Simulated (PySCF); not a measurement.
Job file and geometry (Å, from GFN2-xTB) of an NMR shielding run on `CC(=S)C[C@@](C)([SiH3])Cl`, C$_{5}$H$_{11}$ClSSi, PySCF 2.14.0, density-fitted response routines, GIAO PBE0/pcSseg-1 NMR shielding, non-relativistic, gas phase; density fitting, a coarse starting grid and PySCF grid level 2 are the driver's defaults:

```
$ OMP_NUM_THREADS=1 python probes_run.py task.json out

{"job": {"kind": "nmr", "xc": "PBE0", "basis": "pcSseg-1"}, "charge": 0, "multiplicity": 1}
C      2.577375     0.133230     0.106628
C      1.278901    -0.281340     0.699537
S      1.038472    -1.793680     1.244503
C      0.203814     0.751527     0.782750
C     -1.011329     0.399246    -0.084059
C     -0.637398     0.347479    -1.551860
Si    -2.004677    -1.155348     0.484168
Cl    -2.165353     1.776907     0.136224
H      3.270715    -0.702322     0.061961
H      2.420197     0.532422    -0.896011
H      3.018122     0.931416     0.705743
H     -0.133677     0.829527     1.820001
H      0.595724     1.726118     0.476480
H     -0.150096     1.268704    -1.872923
H      0.038533    -0.489408    -1.723268
H     -1.524417     0.199993    -2.163372
H     -2.016167    -1.155895     1.940320
H     -3.349814    -0.944960    -0.052658
H     -1.458727    -2.364367    -0.121626
```

Problem. What does the program print?

Solution. 
```
coarse grid: 17128 points
cycle   1  E = -1344.1854703909  dE =  7.554e-01  |g| = 4.223e-01  |ddm| = 3.992e+00
cycle   2  E = -1344.1384240015  dE =  4.705e-02  |g| = 6.213e-01  |ddm| = 1.124e+00
cycle   3  E = -1344.2296154985  dE = -9.119e-02  |g| = 1.660e-01  |ddm| = 7.891e-01
cycle   4  E = -1344.2366303506  dE = -7.015e-03  |g| = 4.182e-02  |ddm| = 2.228e-01
cycle   5  E = -1344.2370936030  dE = -4.633e-04  |g| = 9.564e-03  |ddm| = 6.364e-02
cycle   6  E = -1344.2371156526  dE = -2.205e-05  |g| = 3.185e-03  |ddm| = 1.430e-02
cycle   7  E = -1344.2371177732  dE = -2.121e-06  |g| = 1.210e-03  |ddm| = 4.359e-03
final grid: 150552 points
cycle   8  E = -1344.2862019739  dE = -3.958e-05  |g| = 1.112e-02  |ddm| = 3.589e-02
cycle   9  E = -1344.2861224047  dE =  7.957e-05  |g| = 2.014e-02  |ddm| = 3.242e-02
cycle  10  E = -1344.2862313691  dE = -1.090e-04  |g| = 2.896e-03  |ddm| = 2.509e-02
cycle  11  E = -1344.2862334799  dE = -2.111e-06  |g| = 5.358e-04  |ddm| = 3.356e-03
cycle  12  E = -1344.2862335401  dE = -6.017e-08  |g| = 1.658e-04  |ddm| = 6.705e-04
cycle  13  E = -1344.2862335463  dE = -6.238e-09  |g| = 4.553e-05  |ddm| = 1.944e-04
cycle  14  E = -1344.2862335469  dE = -5.530e-10  |g| = 8.590e-06  |ddm| = 6.917e-05
converged SCF energy = -1344.2862335469

GIAO shielding tensors (ppm)
atom      isotropic    diamagn.    paramagn.     s11        s22        s33       span
  0 C      137.537     247.506    -109.969    115.037    117.389    180.187     65.150
  1 C      -91.024     260.423    -351.447   -261.912   -155.944    144.784    406.696
  2 S     -445.765    1058.533   -1504.298  -1566.125   -409.998    638.828   2204.954
  3 C      118.858     249.673    -130.814     86.737    122.380    147.457     60.720
  4 C      125.030     247.887    -122.857    102.688    108.318    164.086     61.399
  5 C      157.104     247.958     -90.855    139.657    149.616    182.038     42.382
  6 Si     398.543     878.763    -480.220    363.589    376.152    455.888     92.298
  7 Cl     707.424    1147.802    -440.378    501.154    601.036   1020.082    518.928
  8 H       28.524      29.019      -0.495     24.783     28.208     32.581      7.798
  9 H       28.695      29.725      -1.030     25.574     29.321     31.190      5.617
 10 H       28.582      27.874       0.708     25.240     27.673     32.833      7.593
 11 H       28.152      31.699      -3.547     25.570     27.206     31.680      6.110
 12 H       28.086      32.892      -4.806     24.400     27.574     32.284      7.883
 13 H       30.318      30.630      -0.311     27.383     27.780     35.792      8.409
 14 H       30.354      31.372      -1.018     26.126     28.844     36.093      9.967
 15 H       29.970      29.995      -0.025     25.761     28.027     36.122     10.361
 16 H       27.227      29.270      -2.043     24.051     25.478     32.151      8.101
 17 H       27.632      29.519      -1.887     23.652     26.865     32.378      8.726
 18 H       27.489      29.313      -1.824     23.236     26.882     32.349      9.113
```

Problem. Turn these shieldings into chemical shifts. Scale: 13C (σref 186.93) and 29Si (σref 349.16) and 1H (σref 31.72) vs TMS; CS2 for 33S (σref 503.73); HCl for 35Cl (σref 949.78) (reference shieldings calculated alike).

Solution. Averaging equivalent atoms: C 1: 277.9; C 3: 68.1; C 4: 61.9; C 0: 49.4; C 5: 29.8; S 2: 949; Si 6: -49.4; Cl 7: 242; H 16/17/18: 4.27; H 12: 3.63; H 11: 3.56; H 8/9/10: 3.12; H 13/14/15: 1.50 ppm. 

Size and cost of the density-fitted run: 212 basis functions, 110 s wall time on 1 thread of an Arm Neoverse N1, shared host; peak memory 1.1 GiB.
